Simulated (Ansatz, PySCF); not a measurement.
System: sum formula HBO (charge 0, singlet). 
Coordinates optimised at B3LYP-D3(BJ)/def2-TZVP (Ansatz, a quantum-chemistry and plane-wave program):
```
O
H 1 0.9660
B 1 1.2954 2 125.16
```

Quantity: atomisation energy (electronic, to ground-state atoms), in kcal/mol. Valence correlation only, unless marked. Open shells are spin-unrestricted. Spin-orbit coupling is left out. No relativistic terms. The coupled-cluster limit lacks core correlation, which all-electron functionals hold. CBS marks a two-point X^-3 extrapolation of the correlation energy; Hartree-Fock from the larger set (for Q and 5 zeta extrapolated as (X+1)exp(-9√X)).

| level | program | atomisation energy (kcal/mol) |
|---|---|---|
| r2SCAN-D3(BJ)/def2-TZVPD | Ansatz + dftd3 | 263.8 |
| M06-2X/def2-TZVPD | PySCF | [?] |
| SCS-MP2/def2-SVP | Ansatz | 254.2 |
| SCS-MP2/def2-TZVPPD | Ansatz | 262.6 |
| SCS-MP2/aug-cc-pVQZ | Ansatz | 268.3 |
| CCSD(T)/CBS(cc-pVQZ,cc-pV5Z) | Ansatz | [?] |

### Question
Fill in the missing entries.

### Answer

- M06-2X/def2-TZVPD, atomisation energy (kcal/mol): 267.5
- CCSD(T)/CBS(cc-pVQZ,cc-pV5Z), atomisation energy (kcal/mol): 264.7
